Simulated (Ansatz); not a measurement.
`[OH][In]([F])[O][SiH3]` + H–F → `[F][In]([F])[O][SiH3]` + H₂O at 700 K and 1 bar (ligand exchange at the In–O bond).

Isolated molecules relaxed with PBE0-D4/def2-TZVP in Ansatz; ΔE leaves out vibrations. CBS: MP2 limit from def2 TZ/QZ plus the TZ coupled-cluster correction, frozen cores. This one scheme is used for every species. def2 core potentials past Kr. For In outer-core shells are correlated without core-valence functions, which leaves a few kJ/mol of doubt a bond. One conformer a species, not always the lowest.

| species | CCSD(T)/CBS energy (Eh) | H − E (kJ/mol) | S (J/(mol·K)) |
| --- | --- | --- | --- |
| `[OH][In]([F])[O][SiH3]` | -731.53890 | 199.1 | 527.5 |
| H–F | -100.39570 | 45.2 | 198.5 |
| `[F][In]([F])[O][SiH3]` | -755.56161 | 162.7 | 514.3 |
| H₂O | -76.37941 | 80.5 | 218.4 |

H − E and S are ideal-gas, rigid-rotor, harmonic terms from PBE0-D4/def2-TZVP, for one conformer and one mirror image of each species. 1 Eh = 2625.50 kJ/mol, R = 8.31446 J/(mol·K).

Q: By hand: ΔE, ΔH, ΔS and ΔG.

A: ΔE = (-755.56161) + (-76.37941) − (-731.53890) − (-100.39570) = -0.00642 Eh = -16.9 kJ/mol. Δ(H − E) = 162.7 + 80.5 − 199.1 − 45.2 = -1.1, so ΔH = -18.0 kJ/mol. ΔS = 514.3 + 218.4 − 527.5 − 198.5 = 6.7 J/(mol·K). ΔG = -18.0 − 700 × (6.7)/1000 = -22.7 kJ/mol.

Q: By hand: the equilibrium constant, and the temperature at which ΔG would vanish if ΔH and ΔS stayed fixed.

A: log₁₀ K = −ΔG/(RT ln 10) = 1.7. ΔH and −TΔS have one sign here, so there is no such temperature.

The number of gas molecules stays the same, so ΔS is small and ΔH decides. A doubt of 5 kJ/mol in ΔE shifts log₁₀ K by 0.4 here. Other conformers and mirror images would add mixing entropy, several J/(mol·K) or more a flexible species. Modes under 60 cm⁻¹, often nearly free rotors, make the harmonic entropy too high. These are equilibria of isolated gas molecules and say nothing of rates. Largest T1 diagnostic: 0.017 (customary marks: 0.02 for closed shells, 0.045 for open ones).

ΔS is within the doubt of such terms, so its sign, and with it that verdict, could turn.
